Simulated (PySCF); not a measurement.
Structure from NMR data

Molecular formula: C6H6Cl2. Simulated spectra:

¹H NMR (500 MHz, computed): δ 6.29 (d, 1H), 4.48 (m, 1H), 2.07 (m, 1H), 1.98 (m, 1H), 1.08 (m, 1H), 0.04 (m, 1H).

¹³C{¹H} NMR (computed): δ 145.6 (C), 143.8 (CH), 73.2 (CH), 28.3 (CH), 25.9 (CH), 25.4 (CH2).

Relativity neglected, no solvent model, single conformer. Structure optimised with GFN2-xTB; GIAO PBE0/pcSseg-1 shieldings; PySCF 2.14.

References, each an isolated molecule treated in the same way: ¹H (31.72 ppm), ¹³C (186.93 ppm) against TMS.

Problem. What is the structure?

Solution. 
1. The formula gives 3 degrees of unsaturation (2 rings in the answer).
2. 6 carbon signals for 6 carbons: no two carbons are equivalent.
3. Carbon types of the structure: 1 × C, 4 × CH, 1 × CH2, which accounts for all hydrogens.
4. δC 145.6: fully substituted alkene carbon; an sp2 carbon of a C=C bond.
5. δC 143.8: alkene CH; the olefinic region.
6. δC 73.2: allylic sp3 CH bonded to Cl; pulled downfield by the heteroatom.
7. δC 28.3, 25.9, 25.4: three-membered-ring carbon; carbons of three-membered rings are unusually shielded.
8. δH 6.29: hydrogen on an alkene CH; a vinylic proton, deshielded by the sp2 carbon and the C=C anisotropy.
9. δH 4.48: hydrogen on an allylic sp3 CH bonded to Cl; its carbon carries Cl, which withdraws density.
10. δH 2.07, 1.98, 1.08, 0.04: hydrogen on a three-membered-ring carbon.

The compound is SMILES ClC1=C[C@@H]2C[C@@H]2[C@H]1Cl.

The data come from this structure; uniqueness wasn't tested.

Carbons that carry Cl, above all several Cl atoms, come out too deshielded, partly because spin–orbit coupling is missing. Shifts are as computed. Against solution values, carbons near 30 ppm lie about +3 ppm off and those near 130 ppm about +5 ppm; carbons on Cl a further +6 ppm. Of 1211 compounds with measured shifts, 218 miss one by over three times the rms of a fit or turn the order of signals round; such compounds aren't used in these exercises. No couplings were computed; multiplicities are counted from neighbouring protons, with m where these are inequivalent, close in shift, in a saturated or five-membered ring or joined by F or P, and br s for small geminal =CH2 splittings.
